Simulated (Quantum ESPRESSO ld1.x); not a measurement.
The numbers below are computed, except where a source is named.
The table gives one normalised radial function P(r) = r R(r) of Ga3.25+ in [Ar] 4s(up 0.5, down 0.5) 3d(up 4.75, down 4) (r in bohr). Level of theory: scalar-relativistic Kohn-Sham, LDA (Slater exchange, Perdew-Zunger correlation), spin-polarised, spherical densities, point nucleus (ld1.x of Quantum ESPRESSO 7.5).

| r | P |
|---|---|
| 0.003546 | 0.0497 |
| 0.00403 | 0.0555 |
| 0.00458 | 0.0617 |
| 0.005248 | 0.0689 |
| 0.005964 | 0.0762 |
| 0.006779 | 0.0841 |
| 0.007704 | 0.0923 |
| 0.008827 | 0.1014 |
| 0.01003 | 0.1103 |
| 0.0114 | 0.1191 |
| 0.01306 | 0.1282 |
| 0.01485 | 0.1362 |
| 0.01687 | 0.1432 |
| 0.01918 | 0.1486 |
| 0.02197 | 0.1521 |
| 0.02497 | 0.1523 |
| 0.02838 | 0.1489 |
| 0.03252 | 0.1402 |
| 0.03696 | 0.1265 |
| 0.042 | 0.1065 |
| 0.04774 | 0.0798 |
| 0.05469 | 0.0437 |
| 0.06216 | 0.0029 |
| 0.07065 | -0.0436 |
| 0.08094 | -0.0969 |
| 0.092 | -0.1476 |
| 0.1046 | -0.1946 |
| 0.1188 | -0.2328 |
| 0.1362 | -0.2573 |
| 0.1547 | -0.2593 |
| 0.1759 | -0.2358 |
| 0.2015 | -0.1799 |
| 0.229 | -0.0986 |
| 0.2603 | 0.0054 |
| 0.2958 | 0.1229 |
| 0.3389 | 0.2468 |
| 0.3852 | 0.3451 |
| 0.4378 | 0.4079 |
| 0.5016 | 0.4197 |
| 0.5701 | 0.3701 |
| 0.6479 | 0.2611 |
| 0.7364 | 0.1008 |
| 0.8437 | -0.1081 |
| 0.9589 | -0.3187 |
| 1.09 | -0.5183 |
| 1.249 | -0.6925 |
| 1.419 | -0.8008 |
| 1.613 | -0.8433 |
| 1.833 | -0.8179 |
| 2.1 | -0.7263 |
| 2.387 | -0.5976 |
| 2.713 | -0.4514 |
| 3.108 | -0.3026 |
| 3.533 | -0.1868 |
| 4.015 | -0.1030 |
| 4.563 | -0.0501 |
| 5.228 | -0.0199 |
| 5.942 | -0.0071 |

Which n and l does it have? It may be an empty orbital.

Answer. n = 4, l = 0: the number of nodes gives n - l - 1 = 3, the rise at small r (about r^(l+1)) gives l, and the extent must fit the shell. The curve is that of 4s up; the table hardly tells the two spins apart. 4s up: eigenvalue -43.512 eV, 3 radial nodes at r = 0.0627, 0.259, 0.788 bohr, <r> = 1.85 bohr, 90 % of the charge inside 2.69 bohr.
